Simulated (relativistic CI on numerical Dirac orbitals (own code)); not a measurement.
Crystal-field levels of Cr+, 3d5

Calculated by Dirac-Coulomb-Breit CI, KLI orbitals optimised for each configuration, model QED (radiative potential, 1s self-energy scaled to tabulated hydrogen-like ionisation energies), valence Slater integrals scaled by 0.75, one configuration in a parametric crystal field (own radial code).

Field parameters in Wybourne normalisation: Oh B⁴₀ = 21Dq, B⁴₄ = √(5/14) B⁴₀. The field is a parameter set, without covalency.

S is read from ⟨S²⟩ = S(S + 1).

Site symmetry Oh; labels are those of the double group. Computed levels in cm⁻¹ above the lowest, in rising order:

```csv
Δ (size of 10Dq),Lowest,No. 2,No. 3,No. 4,No. 5,No. 6,No. 7,No. 8
2400,Γ7+Γ8,17738 Γ7,17743 Γ8,17762 Γ8,17779 Γ6,18735 Γ7,18751 Γ8,18772 Γ6
4300,Γ7+Γ8,16116 Γ7,16123 Γ8,16151 Γ8,16172 Γ6,18239 Γ7,18264 Γ8,18306 Γ6
6200,Γ7+Γ8,14369 Γ7,14379 Γ8,14415 Γ8,14439 Γ6,17411 Γ7,17432 Γ8,17484 Γ6
8100,Γ7+Γ8,12565 Γ7,12583 Γ8,12626 Γ8,12653 Γ6,15320 Γ7,15594 Γ8,16284 Γ7
10000,Γ7,0 Γ8,10696 Γ7,10748 Γ8,10807 Γ8,10838 Γ6,11826 Γ7,12087 Γ8
11900,Γ7,0 Γ8,8058 Γ7,8396 Γ8,8964 Γ8,9005 Γ6,9023 Γ8,9037 Γ7
13800,Γ7,0 Γ8,4498 Γ7,4828 Γ8,7104 Γ8,7127 Γ7,7137 Γ8,7161 Γ6
15700,Γ7,0 Γ8,865 Γ7,1190 Γ8,5247 Γ8,5262 Γ7,5281 Γ8,5309 Γ6
17600,Γ7,322 Γ8,2792 Γ8,2792 Γ7,6185 Γ8,6196 Γ7,6216 Γ8,6246 Γ6
19500,Γ7,320 Γ8,6451 Γ8,6451 Γ7,8017 Γ8,8027 Γ7,8029 Γ8,8059 Γ6
21400,Γ7,318 Γ8,9674 Γ8,9680 Γ7,9850 Γ8,9882 Γ6,10310 Γ8,10312 Γ7
23300,Γ7,316 Γ8,11598 Γ8,11605 Γ7,11680 Γ8,11713 Γ6,13921 Γ8,13921 Γ7
```

Ground-state S against |10Dq| in cm⁻¹: 2400: 2.50, 4300: 2.50, 6200: 2.50, 8100: 2.50, 10000: 2.50, 11900: 2.50, 13800: 2.50, 15700: 2.50, 17600: 0.50, 19500: 0.50, 21400: 0.50, 23300: 0.50.

The spin changes between |10Dq| = 15700 and 17600 cm⁻¹.
